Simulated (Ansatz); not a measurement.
Correlation energies of CH$_{4}$AlGeI (`[I][Al]1[CH2][GeH2]1`) by basis set

Cartesian coordinates in Å:
```
I 3.142 1.038 1.952
Al 1.187 0.273 0.669
C -0.621 0.735 0.189
Ge -0.175 -1.060 -0.722
H -0.828 1.548 -0.509
H -1.430 0.669 0.919
H -1.065 -2.218 -0.240
H -0.209 -0.985 -2.258
```

Total charge 0; spin multiplicity 1. Correlated methods include outer-core shells of Ge, I, which these sets cover unevenly. Scalar relativity is left out up to krypton. I: def2 effective core potential. The structure was optimised at the PBE0-D4/def2-TZVP level. Frozen core, restricted reference, Ansatz 0.2.0.

| basis | HF (Eh) | MP2 corr. | CCSD corr. | (T) | CCSD(T) total |
| --- | --- | --- | --- | --- | --- |
| def2-SVP | -2653.77409 | -0.54468 | -0.57464 | -0.01909 | -2654.36782 |
| def2-TZVPP | -2654.17708 | -0.99483 | -0.98800 | -0.03354 | -2655.19862 |
| def2-QZVPP | -2654.22804 | -1.44615 | – | – | – |
